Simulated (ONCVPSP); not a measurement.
Cs, ONCV: configuration errors across variants

ONCVPSP 4.0.1 input, shortened (lines: element, Z, core and valence counts, functional; n l f; lmax; l rc ep ncon nbas qcut; lloc lpopt rc5 dvloc0; l nproj debl; icmod fcfact rcfact), PBE, fully relativistic:

```
  Cs 55.00    9    3        4      upf
    1    0    2.00
    2    0    2.00
    2    1    6.00
    3    0    2.00
    3    1    6.00
    3    2   10.00
    4    0    2.00
    4    1    6.00
    4    2   10.00
    5    0    2.00
    5    1    6.00
    6    0    1.00
    2
    0    2.30    0.00    4    7    3.90
    1    2.90    0.00    4    7    4.80
    2    2.30    0.02    4    8    3.50
    2    5    2.30    0.00
    0    2    2.10
    1    2    3.20
    2    0    3.10
    3    2.25    1.75
```

Open shells are filled in proportion to 2j + 1.

All-electron excitation energies from the reference (eV): (1) 5s2 5p6 6s0 3.863; (2) 5s2 5p6 6s0.5 1.471; (3) 5s2 5p6 6s0 6p1 1.368; (4) 5s2 5p5 6s1 17.909.

1 further variants failed, have other tests or too few solved ones, and are left out.

Errors AE − PS in meV (a dash: test not solved or not reliable):

| change | (1) | (2) | (3) | (4) | bound ghosts | GHOST(+) flags above zero |
| --- | --- | --- | --- | --- | --- | --- |
| base | -2.4 | -0.3 | +1.4 | -38 | none | none |
| s: qcut 3; p: qcut 3.7; d: qcut 2.7 | -2.5 | -0.3 | +3.3 | -39 | none | none |
| d: nproj 1; local potential polynomial inside 2.10 bohr (lpopt 5, dvloc0 2 Ha) | -2.6 | -0.3 | -15 | -47 | none | p3/2 |
| d: qcut 5 | -2.4 | -0.3 | +1.4 | -38 | none | none |
| p: qcut 5.1 | -2.4 | -0.3 | +0.9 | -37 | none | none |
| core correction polynomial model core, fcfact 0.75 | -0.1 | 0.0 | +2.8 | -14 | none | none |
| core correction Teter function, fcfact 1.3, rcfact 1.75 | -1.4 | -0.2 | +2.0 | -29 | none | none |

Q: Give the same row for: all radii but the core radius scaled by about 1.13 (s 2.60, p 3.28, d 2.60 bohr).

A: -2.4, -0.3, +5.6, -44; bound ghosts: none; GHOST(+) flags above zero: none.
